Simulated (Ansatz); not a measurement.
Gas-phase electronic energies from Ansatz, PBE0-D4/def2-TZVP geometries. CCSD(T)/CBS adds triple-zeta CCSD(T) − MP2 to the extrapolated MP2 energy (def2 sets, frozen cores). This one scheme is used for every species. Each species was taken in one conformer, which may not be the lowest.

Reaction (silylene formation by 1,1-elimination): `O[SiH](O)O[SiH](O)F` → `O[SiH](O)F` + `O[Si]O`

`O[SiH](O)O[SiH](O)F`:

Z-matrix (Å, degrees):
```
Si
O 1 1.633
O 1 1.643 2 108.9
O 1 1.623 2 108.7 3 122.1
H 1 1.471 2 113.7 3 -119.8
H 2 0.960 1 117.7 3 29.6
Si 3 1.615 1 142.8 2 -6.7
H 4 0.958 1 118.2 2 -38.2
O 7 1.618 3 112.1 1 -136.5
F 7 1.603 3 105.9 1 -16.1
H 7 1.466 3 113.2 1 101.7
H 9 0.958 7 119.9 3 39.7
```

`O[SiH](O)F`:

Cartesian coordinates in Å:
```
O 0.670 -0.457 1.091
Si -0.327 -0.137 -0.157
O -0.362 1.464 -0.397
F 0.228 -0.913 -1.435
H 1.049 -1.334 1.161
H -1.712 -0.582 0.046
H 0.453 1.960 -0.309
```

`O[Si]O`:

```xyz
5

O     1.236   -0.329    0.744
Si    0.619    0.653   -0.417
O    -0.951    0.105   -0.429
H     0.639   -0.966    1.152
H    -1.543    0.536   -1.050
```

```csv
species,MP2/def2-TZVPP energy (Eh)
`O[SiH](O)O[SiH](O)F`,-981.67572
`O[SiH](O)F`,-541.01017
`O[Si]O`,-440.55911
```

(1) Work out ΔE.

Largest T1 diagnostic among the species: 0.015.

## Answers

(1) ΔE = (-541.01017) + (-440.55911) − (-981.67572) = 0.10644 Eh = +279.5 kJ/mol. CCSD(T)/CBS gives +271.7 kJ/mol.

From PBE to PBE0 (25 % exact exchange), in def2-TZVPP and without D4, ΔE moves by +24.1 kJ/mol. The D4 term adds +17.6 kJ/mol with B3LYP and +9.9 kJ/mol with PBE0; it sums over pairs of atoms, weighted by their polarisabilities, and B3LYP, whose exchange is more repulsive, gets the larger term.

B3LYP here is the variant with VWN-RPA as its local correlation; programs differ in this.
